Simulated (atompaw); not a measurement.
**An all-electron radial function and its pseudo partner (Gd (Z = 64))**

Columns: radius, all-electron u(r) and pseudo u(r) of the 6p shell (level -1.39 eV) of gadolinium in the configuration [Kr] 4d10 4f7 5s2 5p6 5d1 6s2 6p0; LDA (PW92), scalar-relativistic, PAW (atompaw) scheme, atompaw 4.2.0.5.

| r (bohr) | all-electron | pseudo |
| --- | --- | --- |
| 0.106 | -0.0184 | -0.0026 |
| 0.212 | -0.0632 | -0.0101 |
| 0.317 | 0.0426 | -0.0219 |
| 0.423 | 0.1099 | -0.0373 |
| 0.529 | 0.0974 | -0.0550 |
| 0.635 | 0.0367 | -0.0737 |
| 0.740 | -0.0367 | -0.0918 |
| 0.846 | -0.1032 | -0.1083 |
| 0.952 | -0.1527 | -0.1214 |
| 1.058 | -0.1828 | -0.1301 |
| 1.163 | -0.1947 | -0.1335 |
| 1.269 | -0.1914 | -0.1310 |
| 1.375 | -0.1760 | -0.1223 |
| 1.481 | -0.1513 | -0.1074 |
| 1.587 | -0.1201 | -0.0867 |
| 1.692 | -0.0849 | -0.0612 |
| 1.798 | -0.0468 | -0.0313 |
| 1.904 | -0.0075 | 0.0019 |
| 2.010 | 0.0320 | 0.0371 |
| 2.115 | 0.0706 | 0.0730 |
| 2.221 | 0.1084 | 0.1093 |
| 2.327 | 0.1446 | 0.1449 |
| 2.433 | 0.1791 | 0.1791 |
| 2.538 | 0.2111 | 0.2111 |
| 2.644 | 0.2414 | 0.2414 |
| 2.750 | 0.2696 | 0.2696 |

(1) How many radial nodes do the two functions have?

(2) Is the pseudo-wave norm-conserving?

## Answers

(1) The all-electron 6p function has n − l − 1 = 4 (the table is too coarse to show those close to the nucleus); the pseudo-wave has 1, since 1 lower shell of the same l stays in the valence.

(2) No, it belongs to a PAW set: the norm inside the radius is not constrained, and the difference is carried by the augmentation charge.
